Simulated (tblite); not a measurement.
Species: butylbenzene, C10H14.
Bonds: C1–C2, C2–C3, C3–C4, C4–C5, C5–C6 (aromatic), C6–C7 (aromatic), C7–C8 (aromatic), C8–C9 (aromatic), C9–C10 (aromatic), C5–C10 (aromatic). Hydrogens: H11, H12, H13 on C1; H14, H15 on C2; H16, H17 on C3; H18, H19 on C4; H20 on C6; H21 on C7; H22 on C8; H23 on C9; H24 on C10.

Structure optimised with GFN2-xTB, isolated species.

Q: Give the optimised bond lengths and angles.

A: 
| bond | length (Å) |
| --- | --- |
| C1–C2 | 1.524 |
| C2–C3 | 1.526 |
| C3–C4 | 1.535 |
| C4–C5 | 1.502 |
| C5–C6, C5–C10 | 1.389 |
| C6–C7, C9–C10 | 1.383 |
| C7–C8, C8–C9 | 1.384 |
| C1–H11, C1–H12, C1–H13 | 1.088 |
| C2–H14, C2–H15 | 1.093 |
| C3–H16, C3–H17 | 1.093 |
| C4–H18, C4–H19 | 1.092 |
| C6–H20, C10–H24 | 1.081 |
| C7–H21, C9–H23 | 1.081 |
| C8–H22 | 1.080 |

Bonds in one row agree within 0.01 Å and their mean is given. A selection of angles:
| angle | degrees |
| --- | --- |
| C2–C1–H11 | 110.7 |
| H11–C1–H12 | 108.3 |
| C1–C2–C3 | 111.7 |
| C1–C2–H14 | 109.2 |
| C3–C2–H14 | 109.2 |
| H14–C2–H15 | 107.8 |
| C2–C3–C4 | 112.5 |
| C2–C3–H16 | 109.3 |
| C4–C3–H16 | 109.2 |
| H16–C3–H17 | 107.8 |
| C3–C4–C5 | 111.8 |
| C3–C4–H18 | 109.1 |
| C5–C4–H18 | 109.9 |
| H18–C4–H19 | 108.1 |
| C4–C5–C6 | 121.2 |
| C4–C5–C10 | 120.2 |
| C6–C5–C10 | 118.6 |
| C5–C6–C7 | 120.8 |
| C5–C6–H20 | 119.5 |
| C7–C6–H20 | 119.7 |
| C6–C7–C8 | 120.1 |
| C6–C7–H21 | 119.8 |
| C8–C7–H21 | 120.0 |
| C7–C8–C9 | 119.6 |
| C7–C8–H22 | 120.2 |

Torsions: C1–C2–C3–C4 -178° (antiperiplanar); C2–C3–C4–C5 -66° (synclinal); C3–C4–C5–C6 100° (anticlinal). The mirror-image conformer, all signs reversed, is as good.

The 6-membered ring C5–C6–C7–C8–C9–C10 has internal angles of 118.6° to 120.8° (sum 720°, against 720° for a flat polygon); it is planar, 0.00 Å rms from its mean plane, widest ring torsion 0°. Of the pairs four or more bonds apart, C5···H15 is among the closest relative to their van der Waals radii: 2.75 Å, 95 % of the sum of Bondi's values. The C–C distances run from 1.383 Å (C9–C10, aromatic) to 1.535 Å (C3–C4, drawn single), a spread of 0.152 Å.

Point group: C1 (no symmetry element, even within 0.4 Å). Its GFN2-xTB frequencies are all real (lowest 38 cm⁻¹). The numbers are those of one conformer. 3 starts were optimised and ended at 0.00, 0.14 and 0.15 kcal/mol (GFN2-xTB); the lowest of these is shown.

The numbers are calculated, not measured.
